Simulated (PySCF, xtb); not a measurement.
CHBr₂F, SMILES FC(Br)Br.

GFN2-xTB in xtb at its own geometry gives an orbital gap of 4.32 eV and a dipole moment of 2.45 D.

Geometry: PBE0-D3(BJ)/def2-SVP.

Problem. What does r2SCAN/def2-TZVPD run with PySCF give? (The exact figures need the calculation; the answer reports its results.)

Solution. gap 5.21 eV (levels -7.43 and -2.21 eV), dipole 1.11 D.
